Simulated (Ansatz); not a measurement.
Total energies of the cluster Ag2H3⁻ (the lowest singlet isomer of a short search) from Ansatz at PBE-D4/def2-TZVPD, gas phase (1 Eh = 27.2114 eV = 2625.5 kJ/mol). The reference geometry is relaxed at r2SCAN-D4/def2-TZVPD.

```xyz
5

Ag   -0.134    1.135    0.842
Ag   -0.090   -1.121   -0.866
H     0.729   -2.322   -1.652
H    -1.145    0.072   -0.124
H     0.641    2.236    1.801
```

```csv
state,geometry,energy (Eh)
charge -1 singlet,reference,-295.86749
charge 0 doublet,reference,-295.73493
charge -1 triplet,relaxed at r2SCAN-D4/def2-TZVPD,-295.74199
charge -1 quintet,relaxed at r2SCAN-D4/def2-TZVPD,-295.65883
```

In the def2 sets Ag takes a core potential; there is no spin–orbit coupling.

(1) Work out the vertical ionisation energy to the doublet.

(2) Which of the charge -1 states is lowest, and how far above it are the others?

(1) E(charge 0 doublet) − E(charge -1 singlet) = -295.73493 − (-295.86749) = 0.13256 Eh = 3.61 eV. For comparison, −ε of the highest occupied level is 1.03 eV at this level, 2.58 eV less.

(2) The singlet. triplet: -295.74199 − (-295.86749) = 0.12550 Eh = 329.5 kJ/mol; quintet: -295.65883 − (-295.86749) = 0.20866 Eh = 547.8 kJ/mol.

At PBE-D4/def2-TZVPD the highest occupied level of the charge -1 triplet lies above zero (up to 1.74 eV). The electron is either unbound and held by the finite basis, or the level is raised by self-interaction error. At PBE-D4/def2-TZVPD the highest occupied level of the charge -1 quintet lies above zero (up to 0.82 eV).

The structure comes from a short search, and lower isomers may exist.
